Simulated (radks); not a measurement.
Problem. Sc II, 20 electrons, occupied as [Ar] 3d0.75 4s1 4p0.25 (fractional occupations, a model configuration). All-electron calculation, scalar-relativistic Kohn-Sham, SCAN, spin-unpolarised, spherical densities, finite nucleus; meta-GGA in the generalised Kohn-Sham scheme; Fermi nuclear charge, rms radius 3.5459 fm. Program: a radial shooting solver on a logarithmic mesh with Libxc functionals. Some entries of the table are withheld. Estimate them.

orbital  occ.  eigenvalue (eV)  <r^2> (bohr^2)
1s          2              (1)        0.007182
2s          2        -490.5627          0.1387
2p          6        -402.0710             (2)
3s          2         -65.7855             (3)
3p          6         -43.2578           1.582
3d       0.75              (4)           3.566
4s          1         -10.2131           12.86
4p       0.25              (5)           18.45

Solution. 
(1) 1s eigenvalue (eV): -4425.379
(2) 2p <r^2> (bohr^2): 0.1166
(3) 3s <r^2> (bohr^2): 1.322
(4) 3d eigenvalue (eV): -10.8783
(5) 4p eigenvalue (eV): -6.6608
